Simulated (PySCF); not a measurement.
# Excitation energy of Be by level of theory

Be [He] 2s2 (1S) → Be [He] 2p2 (3P), as a difference of total energies. Calculation: PySCF 2.14, in x2c-TZVPPall; scalar relativity by spin-free X2C-1e. Correlated levels: valence and next inner shell: nothing frozen. The calculations carry no spin-orbit coupling.

```tsv
method	excitation energy (eV)	error (eV)
UHF	6.478	-0.923
MP2 (valence and next inner shell)	7.063	-0.338
SCS-MP2 (valence and next inner shell)	7.296	-0.105
CCSD (valence and next inner shell)	7.477	+0.076
CCSD(T) (valence and next inner shell)	7.484	+0.083
CCSDT (valence and next inner shell)	7.484	+0.083
FCI (valence and next inner shell)	7.485	+0.084
```

Reference: 7.401 eV (measured; NIST levels, between the centres of gravity of the two terms).

Errors of the correlated levels include the incompleteness of this basis.

The basis was made for the ground configuration and has no added diffuse functions, so the excitation energy can come out too high.
